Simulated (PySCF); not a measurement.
Gas-phase reaction: Si₃O₃ + 6 Cl = 3 SiOCl₂

Computed with PySCF (xtb for GFN2) and rigid-rotor harmonic-oscillator thermochemistry at 1 bar. † marks an energy on the PBE0/def2-TZVP geometry and frequencies; other levels use their own. CCSD(T) freezes the core. 6-31G* has spherical d functions here. Open shells (unrestricted): Cl (multiplicity 2); the rest are closed-shell singlets. GFN2 has no spin-polarisation term. Spin-orbit splitting is ignored; it lowers the true energy and changes the entropy of Cl. B3LYP is the form with VWN-RPA correlation. Si₃O₃, SiOCl₂: computed as isolated molecules; such fragments, hydroxides, amides, oligomers or adducts are transient or little studied in the gas. CCSD(T) isn't extrapolated to the basis-set limit.

```csv
level,"ΔH°(298 K), kJ"
B3LYP/6-31G*,-1179
B3LYP/def2-TZVP†,___
BLYP/def2-TZVP†,-1294
CCSD(T)/def2-SVP†,-1124
GFN2-xTB,-1601
HF/6-31G*,___
PBE0/def2-TZVP,___
r2SCAN/def2-TZVP†,___
ωB97X-V/def2-TZVP†,-1346
```

Task: Some entries are withheld; supply them.

Result: 
- B3LYP/def2-TZVP†, ΔH°(298 K), kJ: -1269
- HF/6-31G*, ΔH°(298 K), kJ: -688
- PBE0/def2-TZVP, ΔH°(298 K), kJ: -1365
- r2SCAN/def2-TZVP†, ΔH°(298 K), kJ: -1433
